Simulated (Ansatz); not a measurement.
Species: sulfur trioxide, SO$_{3}$ (charge 0, singlet). 
Structure (B3LYP-D3(BJ)/def2-TZVP (Ansatz, a program for electronic structure) minimum search):
SMILES: O=S(=O)=O
```xyz
4

O     -0.7068    -1.2388    -0.0328
S      0.0000     0.0000     0.0000
O     -0.7195     1.2319     0.0059
O      1.4264     0.0069     0.0269
```

Computed values are from Ansatz. Valence correlation only, unless marked. UHF or UKS for open shells. Spin-orbit coupling is left out. No relativistic terms. CBS(X,Y): correlation extrapolated as X^-3; Hartree-Fock from the larger set.

| Item | Result |
|---|---|
| atomisation energy De | 1434.8 kJ/mol at CCSD(T)/CBS(cc-pV(T+d)Z,cc-pV(Q+d)Z) |
| total energy | -623.2332 Eh at CCSD(T)/CBS(cc-pV(T+d)Z,cc-pV(Q+d)Z) |
| dipole moment | 0.00 D at CCSD(T)/aug-cc-pV(D+d)Z |
| T1 diagnostic | 0.018 at CCSD/cc-pV(Q+d)Z |
| measured enthalpy of formation, 298 K | -395.7 kJ/mol (CRC Handbook, as tabulated in the package chemicals; older table, unchecked) |
| measured dipole moment | 0.00 D (NIST CCCBDB, as tabulated in the package chemicals; older table, unchecked) |
